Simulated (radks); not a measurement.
Mo3+, 39 electrons, occupied as [Kr] 4d3. Method: scalar-relativistic Kohn-Sham, BLYP, spin-polarised, spherical densities, finite nucleus; open shells are filled with parallel spins first (spin-orbit coupling, left out, can overturn this in heavy ions); Fermi nuclear charge, rms radius 4.4091 fm; computed with a radial shooting solver on a logarithmic mesh with Libxc functionals.

X-ray form factor f0, the Fourier transform of the density (f0(0) = 39):

| sin(theta)/lambda (1/angstrom) | f0 (electrons) |
|---|---|
| 0.05 | 38.532 |
| 0.1 | 37.220 |
| 0.15 | 35.296 |
| 0.2 | 33.047 |
| 0.25 | 30.726 |
| 0.3 | 28.510 |
| 0.4 | 24.720 |
| 0.5 | 21.826 |
| 0.6 | 19.576 |
| 0.8 | 15.993 |
| 1 | 12.945 |
| 1.25 | 9.894 |
| 1.5 | 7.834 |
| 2 | 5.807 |
